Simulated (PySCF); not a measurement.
Vertical excitation energies

Species: C2H9GeNSi.
Cartesian coordinates in Å at the PBE0-D3(BJ)/def2-SVP level; atoms count from 1:
```
atom  x, y, z in Å
C1    -0.8436   -1.7512    0.8367
C2    -0.9381   -0.5427    0.2620
N3     0.0950    0.3463   -0.0278
Si4   -0.3283    1.8755   -0.7775
Ge5    1.8390   -0.1456    0.4022
H6     0.1062   -2.1888    1.1566
H7    -1.7440   -2.3432    1.0025
H8    -1.9377   -0.1869   -0.0262
H9    -1.0200    1.6577   -2.0863
H10   -1.2527    2.6669    0.0933
H11    0.9328    2.6388   -0.9937
H12    2.7293    1.0258   -0.0325
H13    2.1994   -1.4345   -0.3576
H14    1.9367   -0.3880    1.9189
```

Theory: TDDFT CAM-B3LYP/def2-SVPD, vertical, gas phase, core orbitals frozen in the response in PySCF 2.14.0, density-fitted response routines. Relativistic effects, spin–orbit coupling among them, are left out although an element past zinc is present.

```json
{"state": "S1", "E (eV)": "5.49", "E (kJ/mol)": "530", "λ (nm)": "225.8", "f": "0.0006", "symmetry": "–", "main configurations (H = HOMO, L = LUMO)": "H→L+1 (94%)"}
{"state": "S2", "E (eV)": "5.81", "E (kJ/mol)": "560", "λ (nm)": "213.5", "f": "0.028", "symmetry": "A″", "main configurations (H = HOMO, L = LUMO)": "H→L (91%)"}
{"state": "S3", "E (eV)": "5.99", "E (kJ/mol)": "578", "λ (nm)": "207.1", "f": "0.271", "symmetry": "A′", "main configurations (H = HOMO, L = LUMO)": "H→L+2 (94%)"}
{"state": "S4", "E (eV)": "6.30", "E (kJ/mol)": "608", "λ (nm)": "196.9", "f": "0.0019", "symmetry": "–", "main configurations (H = HOMO, L = LUMO)": "H→L+4 (84%), H→L+3 (8%)"}
{"state": "S5", "E (eV)": "6.68", "E (kJ/mol)": "645", "λ (nm)": "185.5", "f": "0.0008", "symmetry": "–", "main configurations (H = HOMO, L = LUMO)": "H→L+5 (89%)"}
{"state": "S6", "E (eV)": "6.77", "E (kJ/mol)": "653", "λ (nm)": "183.2", "f": "0.0061", "symmetry": "A″", "main configurations (H = HOMO, L = LUMO)": "H→L+3 (84%)"}
{"state": "S7", "E (eV)": "7.00", "E (kJ/mol)": "675", "λ (nm)": "177.2", "f": "0.013", "symmetry": "A″", "main configurations (H = HOMO, L = LUMO)": "H→L+7 (84%)"}
{"state": "S8", "E (eV)": "7.05", "E (kJ/mol)": "680", "λ (nm)": "175.9", "f": "0.057", "symmetry": "A′", "main configurations (H = HOMO, L = LUMO)": "H→L+6 (93%)"}
{"state": "S9", "E (eV)": "7.35", "E (kJ/mol)": "709", "λ (nm)": "168.6", "f": "0.0005", "symmetry": "–", "main configurations (H = HOMO, L = LUMO)": "H→L+8 (88%)"}
{"state": "S10", "E (eV)": "7.93", "E (kJ/mol)": "765", "λ (nm)": "156.4", "f": "0.0006", "symmetry": "–", "main configurations (H = HOMO, L = LUMO)": "H→L+10 (51%), H→L+11 (19%), H-1→L+1 (10%)"}
```

Triplets (Tamm–Dancoff): T1 4.00 eV, H→L+2 (69%), H→L+6 (18%); T2 5.27 eV, H→L+1 (87%); T3 5.69 eV, H→L (85%); T4 6.19 eV, H→L+4 (83%), H→L+3 (8%).

The lowest singlet comes at 226 nm (530 kJ/mol) in the ultraviolet; it is very weak; its leading configuration is HOMO→LUMO+1 (94%). The strongest level in the table is S3 at 5.99 eV (207 nm, f = 0.271). Löwdin shares by element: HOMO carbon 50%, nitrogen 31%, silicon 4% (atoms not listed hold the other 16%); LUMO germanium 43%, hydrogen 19% or more, silicon 12% (atoms not listed hold the other 26%). Of the 10 states listed, 4 reach f = 0.01 and none stays under 0.0005. Weighted by f, the mean energy of these states is 6.19 eV. The listed states span 2.44 eV, and the widest gap between neighbours is 0.57 eV (S9 to S10). The vertical ionisation energy (ΔSCF) is 8.12 eV, 0.19 eV above S10. Symmetry labels in Cs follow from the direction of the transition dipole and are given only for states with f of 0.002 or more. Only the lowest 10 singlets were computed, as vertical energies without vibronic structure.

On an Arm Neoverse V2 with one thread, no GPU (shared host), this took 73 s of wall time and 1.1 GiB of memory at its peak.

One conformer stands for the species.
